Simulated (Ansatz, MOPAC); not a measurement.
System: SiHBr, net charge 0, singlet state. SMILES: [SiH]Br
Coordinates optimised at B3LYP-D3(BJ)/def2-TZVP (Ansatz, a program for electronic structure):
```xyz
3

Si    -0.8792    -0.7820     1.0617
H     -1.8991    -1.2190     0.0169
Br     0.4059     0.3476    -0.4252
```
Charge 0, spin multiplicity 1.

Wanted: vertical ionisation energy to the doublet, in eV. Set-up: spin-orbit terms left out; non-relativistic; open shells spin-unrestricted; no dispersion term unless named; each state is the SCF solution reached for its charge and spin. First-principles rows: single points at B3LYP-D3(BJ) geometries (Ansatz). Semi-empirical rows: differences of heats of formation at the shared geometry for vertical values.

```tsv
species	coefficient	E at B3LYP/STO-3G (Ansatz), Eh	E at wB97X-V/def2-TZVPD (Ansatz), Eh	heat of formation at PM3 (MOPAC), kcal/mol
charge 1, doublet	+1	-2832.44567	-2863.61159	231.27
charge 0, singlet	-1	-2832.69759	-2863.95706	29.37
```

 1 Eh = 27.2114 eV and 1 eV = 23.0605 kcal/mol.

Task: Compute it at each level from the table.

Result: 
- B3LYP/STO-3G: the sum of coefficient times E is 0.25192 Eh, or 6.855 eV. Result: 6.86 eV.
- wB97X-V/def2-TZVPD: the sum of coefficient times E is 0.34547 Eh, or 9.401 eV. Result: 9.40 eV.
- PM3: the sum of coefficient times heat of formation is 201.90 kcal/mol, or 8.76 eV.
